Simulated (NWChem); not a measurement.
Species: SnHF, singlet; SMILES [F][SnH]

```xyz
3

Sn     0.0333     0.2916     0.0000
H     -1.7550     0.4383     0.0000
F      0.0100    -1.6685     0.0000
```
Atoms are numbered in this order, from 1.

All runs: NWChem. Low-valent species are run as closed-shell singlets; no triplet was tried in these runs. Structure relaxed at the PBE0/def2-SVP level. Not confirmed as a minimum by frequencies. def2 effective core potentials on Sn; no spin-orbit coupling. Ions are spin-unrestricted doublets at the neutral geometry; other ion states weren't tried.

For level CAM-B3LYP/def2-SVP:

```yaml
vertical ionisation energy, ΔSCF (eV): 9.47
"−ε(HOMO) (eV)": 8.18
```

Task: How do the values read with level PBE/def2-SVP instead?

Result: 
| Property | Result |
|---|---|
| vertical ionisation energy, ΔSCF (eV) | 9.20 |
| −ε(HOMO) (eV) | 5.80 |
